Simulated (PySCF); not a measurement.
HO4S, charge -1, singlet, at a GFN2-xTB geometry (in this run its highest filled SCF level lies above zero, so its values depend strongly on the basis, on diffuse functions most of all), with bond 3-2 at 1.5 times its length; PBE0/STO-3G run with PySCF.

PySCF was given this input:
```python
from pyscf import gto, scf, dft

mol = gto.M(
    atom='''
O     1.389920   -0.281761   -0.581483
S    -0.134456    0.024009    0.020263
O     0.249028   -0.033589    2.177748
O    -0.970632   -1.053488   -0.469618
O    -0.493940    1.335434   -0.483789
H     1.778901   -0.270498    0.286219
''',
    basis='sto-3g',
    charge=-1,
    spin=0,
    verbose=4,
)

mf = dft.RKS(mol)
mf.xc = 'pbe0'
mf.kernel()
mo_i, mo_e, stable_i, stable_e = mf.stability(internal=True, external=True, return_status=True, nroots=6, tol=1e-6)
print('internally stable:', stable_i, ' externally stable:', stable_e)
if not stable_e:
    umf = mf.to_uhf() if not hasattr(mf, 'xc') else mf.to_uks()
    umf.scf_summary = {}
    umf.kernel(umf.make_rdm1(mo_e, umf.mo_occ))
```

It wrote (shortened):

```
PySCF version 2.14.0

[INPUT] verbose = 4
[INPUT] num. atoms = 6
[INPUT] num. electrons = 50
[INPUT] charge = -1
[INPUT] spin (= nelec alpha-beta = 2S) = 0
[INPUT] symmetry False subgroup None
[INPUT] Mole.unit = angstrom
[INPUT] Symbol           X                Y                Z      unit          X                Y                Z       unit  Magmom
[...]
nuclear repulsion = 252.798980864834
number of shells = 18
number of NR pGTOs = 90
number of NR cGTOs = 30
basis = sto-3g
ecp = {}

******** <class 'pyscf.dft.rks.RKS'> ********
method = RKS
initial guess = minao
damping factor = 0
level_shift factor = 0
DIIS = <class 'pyscf.scf.diis.CDIIS'>
diis_start_cycle = 1
diis_space = 8
diis_damp = 0
SCF conv_tol = 1e-09
SCF conv_tol_grad = None
SCF max_cycles = 50
direct_scf = True
direct_scf_tol = 1e-13
XC library pyscf.dft.libxc version 7.1.2
    S. Lehtola, C. Steigemann, M. J. T. Oliveira, and M. A. L. Marques,  SoftwareX 7, 1–5 (2018)
XC functionals = pbe0
    C. Adamo and V. Barone,  J. Chem. Phys. 110, 6158 (1999)
    M. Ernzerhof and G. E. Scuseria,  J. Chem. Phys. 110, 5029 (1999)
radial grids:
    Treutler-Ahlrichs [JCP 102, 346 (1995); DOI:10.1063/1.469408] (M4) radial grids

becke partition: Becke, JCP 88, 2547 (1988); DOI:10.1063/1.454033
pruning grids: <function nwchem_prune>
grids dens level: 3
symmetrized grids: False
atomic radii adjust function: <function treutler_atomic_radii_adjust>
small_rho_cutoff = 0
Set gradient conv threshold to 3.16228e-05
Initial guess from minao.
tot grids = 85016
init E= -691.274953773647
cycle= 1 E= -689.499227466357  delta_E= 1.78  |g|=  1.2  |ddm|= 3.73
cycle= 2 E= -682.693651146081  delta_E= 6.81  |g|= 2.87  |ddm|= 7.61
cycle= 3 E= -688.593100762267  delta_E= -5.9  |g|= 1.53  |ddm|= 7.02
cycle= 4 E= -689.733804998096  delta_E= -1.14  |g|= 0.869  |ddm|= 3.69
cycle= 5 E= -689.787257052989  delta_E= -0.0535  |g|= 0.813  |ddm|= 0.584
cycle= 6 E= -689.840564859195  delta_E= -0.0533  |g|= 0.723  |ddm|= 0.185
cycle= 7 E= -690.097802411613  delta_E= -0.257  |g|= 0.13  |ddm|= 1.42
cycle= 8 E= -690.105627866303  delta_E= -0.00783  |g|= 0.0768  |ddm|= 0.166
cycle= 9 E= -690.108168363228  delta_E= -0.00254  |g|= 0.0492  |ddm|= 0.0902
cycle= 10 E= -690.109576748941  delta_E= -0.00141  |g|= 0.0109  |ddm|= 0.103
cycle= 11 E= -690.109635217461  delta_E= -5.85e-05  |g|= 0.00261  |ddm|= 0.0229
cycle= 12 E= -690.109639926588  delta_E= -4.71e-06  |g|= 7.8e-05  |ddm|= 0.00728
[...]
converged SCF energy = -690.109639948859
<class 'pyscf.dft.rks.RKS'> wavefunction is stable in the internal stability analysis
<class 'pyscf.dft.rks.RKS'> wavefunction has an real -> complex instability
<class 'pyscf.dft.rks.RKS'> wavefunction has an RHF/RKS -> UHF/UKS instability
internally stable: True  externally stable: False
[...]
initial guess = minao
damping factor = 0
level_shift factor = 0
DIIS = <class 'pyscf.scf.diis.CDIIS'>
diis_start_cycle = 1
diis_space = 8
diis_damp = 0
SCF conv_tol = 1e-09
SCF conv_tol_grad = None
SCF max_cycles = 50
direct_scf = True
direct_scf_tol = 1e-13
number electrons alpha = 25  beta = 25
XC library pyscf.dft.libxc version 7.1.2
    S. Lehtola, C. Steigemann, M. J. T. Oliveira, and M. A. L. Marques,  SoftwareX 7, 1–5 (2018)
XC functionals = pbe0
    C. Adamo and V. Barone,  J. Chem. Phys. 110, 6158 (1999)
    M. Ernzerhof and G. E. Scuseria,  J. Chem. Phys. 110, 5029 (1999)
radial grids:
    Treutler-Ahlrichs [JCP 102, 346 (1995); DOI:10.1063/1.469408] (M4) radial grids

becke partition: Becke, JCP 88, 2547 (1988); DOI:10.1063/1.454033
pruning grids: <function nwchem_prune>
grids dens level: 3
symmetrized grids: False
atomic radii adjust function: <function treutler_atomic_radii_adjust>
small_rho_cutoff = 0
Set gradient conv threshold to 3.16228e-05
init E= -690.106829390922
cycle= 1 E= -690.092525279217  delta_E= 0.0143  |g|= 0.144  |ddm|= 0.529
cycle= 2 E= -690.069898277065  delta_E= 0.0226  |g|= 0.187  |ddm|= 0.861
cycle= 3 E= -690.1207997268  delta_E= -0.0509  |g|= 0.0251  |ddm|= 0.532
cycle= 4 E= -690.121741490182  delta_E= -0.000942  |g|= 0.0281  |ddm|= 0.114
cycle= 5 E= -690.123012255931  delta_E= -0.00127  |g|= 0.0126  |ddm|= 0.0698
cycle= 6 E= -690.123773167832  delta_E= -0.000761  |g|= 0.0112  |ddm|= 0.0583
cycle= 7 E= -690.126123566932  delta_E= -0.00235  |g|= 0.00871  |ddm|= 0.218
cycle= 8 E= -690.127374840071  delta_E= -0.00125  |g|= 0.00834  |ddm|= 0.204
cycle= 9 E= -690.127615869217  delta_E= -0.000241  |g|= 0.00884  |ddm|= 0.084
cycle= 10 E= -690.127922377624  delta_E= -0.000307  |g|= 0.00127  |ddm|= 0.109
cycle= 11 E= -690.127935103686  delta_E= -1.27e-05  |g|= 0.00159  |ddm|= 0.0163
cycle= 12 E= -690.127949949523  delta_E= -1.48e-05  |g|= 0.00109  |ddm|= 0.0315
cycle= 13 E= -690.127951788905  delta_E= -1.84e-06  |g|= 0.000552  |ddm|= 0.00555
cycle= 14 E= -690.127952064307  delta_E= -2.75e-07  |g|= 0.00034  |ddm|= 0.00112
cycle= 15 E= -690.127952243835  delta_E= -1.8e-07  |g|= 6.64e-05  |ddm|= 0.00103
cycle= 16 E= -690.127952248067  delta_E= -4.23e-09  |g|= 1.43e-05  |ddm|= 0.000205
cycle= 17 E= -690.127952248366  delta_E= -2.99e-10  |g|= 2.41e-06  |ddm|= 3.75e-05
Extra cycle  E= -690.127952248358  delta_E= 8.19e-12  |g|= 3.83e-06  |ddm|= 1.67e-05
converged SCF energy = -690.127952248358  <S^2> = 0.70490003  2S+1 = 1.9543797
```
